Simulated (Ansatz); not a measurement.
Two isomers of C7H12: A = `CCC1=CCCC1`, B = `C=C1CCCCC1`.

Computed with Ansatz on PBE0-D4/def2-TZVP structures; ΔE is electronic, products minus reactants. CBS: MP2 limit from def2 TZ/QZ plus the TZ coupled-cluster correction, frozen cores. DFT in def2-TZVPP. B3LYP here is the variant with VWN-RPA as its local correlation; programs differ in this. One conformer a species, not always the lowest.

Question: Which isomer does CCSD(T)/CBS put lower? Give the gap. (An estimate is asked.)

Answer: Computed: B, by 3.0 kcal/mol.

Question: Give E(B) − E(A) in kcal/mol with B3LYP-D4, ωB97M-V, B3LYP, B2PLYP, CCSD(T)/def2-SVP, HF/def2-TZVPP, CCSD(T)/def2-TZVPP. (Estimate.)

Answer: Ansatz gave: B3LYP-D4 -2.9, ωB97M-V -2.9, B3LYP -1.7, B2PLYP -2.3, CCSD(T)/def2-SVP -3.3, HF/def2-TZVPP -2.3, CCSD(T)/def2-TZVPP -2.9. None reverses the order clearly.

Largest T1 diagnostic: 0.010.

From BLYP to BHLYP (50 % exact exchange), in def2-TZVPP and without D4, E(B) − E(A) moves by −1.3 kcal/mol. Leaving LDA and LC-ωPBE aside and taking each functional with its dispersion term where it has one, the values, not all of them listed here, spread over 1.3 kcal/mol, from BHLYP-D4 to PBE-D4. LDA lies −2.0 kcal/mol from PBE without D4.
